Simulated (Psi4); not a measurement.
palladium atom (Pd), singlet (core potentials on Pd); B3LYP/def2-TZVP run with Psi4.

Here is a job for Psi4.
```
memory 2 GB

molecule {
0 1
  Pd    0.00000000    0.00000000    0.00000000
}

set basis def2-tzvp
set scf_type pk
set puream true
set d_convergence 1e-8
set dft_radial_points 99
set dft_spherical_points 590

energy('b3lyp')
print_variables()
```

It wrote (shortened):

```
   => Loading Basis Set <=

    Name: DEF2-TZVP
    Role: ORBITAL
    Keyword: BASIS

    !!!  WARNING: ECP capability is in beta. Please check occupations closely.  !!!

         ---------------------------------------------------------
                                   SCF
               by Justin Turney, Rob Parrish, Andy Simmonett
                          and Daniel G. A. Smith
                              RKS Reference
         ---------------------------------------------------------

  ==> Geometry <==

    Molecular point group: d2h
    Geometry (in Angstrom), charge = 0, multiplicity = 1:

       Center              X                  Y                   Z               Mass
    ------------   -----------------  -----------------  -----------------  -----------------
         PD           0.000000000000     0.000000000000     0.000000000000   105.903480400000

  Running in d2h symmetry.

  Rotational constants: A = ************  B = ************  C = ************ [cm^-1]
  Rotational constants: A = ************  B = ************  C = ************ [MHz]
  Nuclear repulsion =    0.000000000000000

  Charge       = 0
  Multiplicity = 1
  Electrons    = 18
  Nalpha       = 9
  Nbeta        = 9

  ==> Algorithm <==

  SCF Algorithm Type is PK.
  DIIS enabled.
  MOM disabled.
  Fractional occupation disabled.
  Guess Type is CORE.
  Energy threshold   = 1.00e-06
  Density threshold  = 1.00e-08
  Integral threshold = 1.00e-12

  ==> Primary Basis <==

  Basis Set: DEF2-TZVP
    Blend: DEF2-TZVP
    Number of shells: 14
    Number of basis functions: 40
    Number of Cartesian functions: 46
    Spherical Harmonics?: true
    Max angular momentum: 3

  Core potential: DEF2-TZVP
    Number of shells: 4
    Number of ECP primitives: 14
    Number of ECP core electrons: 28
    Max angular momentum: 3

  ==> DFT Potential <==

   => LibXC <=

    Version 7.1.2
    S. Lehtola, C. Steigemann, M. J. T. Oliveira, and M. A. L. Marques,  SoftwareX 7, 1–5 (2018) (10.1016/j.softx.2017.11.002)

   => Composite Functional: B3LYP <=

    B3LYP Hyb-GGA Exchange-Correlation Functional

    P. J. Stephens, F. J. Devlin, C. F. Chabalowski, and M. J. Frisch,  J. Phys. Chem. 98, 11623 (1994) (10.1021/j100096a001)

    Deriv               =              1
    GGA                 =           TRUE
    Meta                =          FALSE

    Exchange Hybrid     =           TRUE
    MP2 Hybrid          =          FALSE

   => Exchange Functionals <=

    0.0800   Slater exchange
    0.7200         Becke 88

   => Exact (HF) Exchange <=

    0.2000               HF

   => Correlation Functionals <=

    0.1900   Vosko, Wilk & Nusair (VWN5_RPA)
    0.8100   Lee, Yang & Parr

   => LibXC Density Thresholds  <==

    XC_HYB_GGA_XC_B3LYP:  1.00E-15

   => Molecular Quadrature <=

    Radial Scheme          =       TREUTLER
    Pruning Scheme         =           NONE
    Nuclear Scheme         =       TREUTLER

    Blocking Scheme        =         OCTREE
    BS radius alpha        =              1
    Pruning alpha          =              1
    Radial Points          =             99
    Spherical Points       =            590
    Total Points           =          54280
    Total Blocks           =            504
    Max Points             =            256
    Max Functions          =             40
    Weights Tolerance      =       1.00E-15

  ==> Integral Setup <==

  Using in-core PK algorithm.
   Calculation information:
      Number of atoms:                   1
      Number of AO shells:              14
      Number of primitives:             21
      Number of atomic orbitals:        46
      Number of basis functions:        40

      Integral cutoff                 1.00e-12
      Number of threads:                 1

  Performing in-core PK
  Using 673220 doubles for integral storage.
  We computed 5565 shell quartets total.
  Whereas there are 5565 unique shell quartets.

  ==> DiskJK: Disk-Based J/K Matrices <==

[...]
     Au         1       1       0       0       0       0
     B1u        6       6       1       1       1       0
     B2u        6       6       1       1       1       0
     B3u        6       6       1       1       1       0
   -------------------------------------------------------
    Total      40      40       9       9       9       0
   -------------------------------------------------------

  ==> Iterations <==

                        Total Energy        Delta E     RMS |[F,P]|

    Occupation by irrep:
             Ag   B1g   B2g   B3g    Au   B1u   B2u   B3u
    DOCC [     3,    0,    0,    0,    0,    2,    2,    2 ]
    NA   [     3,    0,    0,    0,    0,    2,    2,    2 ]
    NB   [     3,    0,    0,    0,    0,    2,    2,    2 ]

   @RKS iter   1:  -117.02788386657846   -1.17028e+02   2.96039e-01 ADIIS
    Occupation by irrep:
             Ag   B1g   B2g   B3g    Au   B1u   B2u   B3u
    DOCC [     3,    1,    1,    1,    0,    1,    1,    1 ]
    NA   [     3,    1,    1,    1,    0,    1,    1,    1 ]
    NB   [     3,    1,    1,    1,    0,    1,    1,    1 ]

   @RKS iter   2:  -102.42835609696121    1.45995e+01   4.17865e-01 ADIIS
   @RKS iter   3:  -127.74526495497304   -2.53169e+01   4.53043e-02 ADIIS/DIIS
   @RKS iter   4:  -127.89198198901241   -1.46717e-01   1.56949e-02 ADIIS/DIIS
   @RKS iter   5:  -127.90891230706741   -1.69303e-02   9.54945e-03 ADIIS/DIIS
   @RKS iter   6:  -127.91575019540809   -6.83789e-03   1.81387e-03 ADIIS/DIIS
   @RKS iter   7:  -127.91602772129096   -2.77526e-04   2.26253e-05 DIIS
   @RKS iter   8:  -127.91602776738318   -4.60922e-08   6.28888e-07 DIIS
   @RKS iter   9:  -127.91602776742167   -3.84830e-11   1.28543e-08 DIIS
   @RKS iter  10:  -127.91602776742168   -1.42109e-14   7.55547e-11 DIIS
  Energy and wave function converged.

  ==> Post-Iterations <==

   Electrons on quadrature grid:
      Ntotal   =   18.0000000000 ; deviation = -3.553e-14

    Orbital Energies [Eh]
    ---------------------

    Doubly Occupied:

[...]
    Virtual:

[...]
      12Ag   105.059155

    Final Occupation by Irrep:
             Ag   B1g   B2g   B3g    Au   B1u   B2u   B3u
    DOCC [     3,    1,    1,    1,    0,    1,    1,    1 ]
    NA   [     3,    1,    1,    1,    0,    1,    1,    1 ]
    NB   [     3,    1,    1,    1,    0,    1,    1,    1 ]

  @RKS Final Energy:  -127.91602776742168

   => Energetics <=

    Nuclear Repulsion Energy =              0.0000000000000000
    One-Electron Energy =                -227.7680050007614057
    Two-Electron Energy =                 110.3669408664704292
    DFT Exchange-Correlation Energy =     -10.5149636331307015
    Empirical Dispersion Energy =           0.0000000000000000
    VV10 Nonlocal Energy =                  0.0000000000000000
    Total Energy =                       -127.9160277674216815

Computation Completed

Properties will be evaluated at   0.000000,   0.000000,   0.000000 [a0]

Properties computed using the SCF density matrix

 Multipole Moments:

 ------------------------------------------------------------------------------------
     Multipole            Electronic (a.u.)      Nuclear  (a.u.)        Total (a.u.)
 ------------------------------------------------------------------------------------

 L = 1.  Multiply by 2.5417464519 to convert [e a0] to [Debye]
 Dipole X            :          0.0000000            0.0000000            0.0000000
 Dipole Y            :          0.0000000            0.0000000            0.0000000
 Dipole Z            :          0.0000000            0.0000000            0.0000000
 Magnitude           :                                                    0.0000000

 ------------------------------------------------------------------------------------

  Variable Map:
  ----------------------------------------------------------------------------
[...]
  Array Variable Map:
  ----------------------------------------------------------------------------
[...]
[...]
```
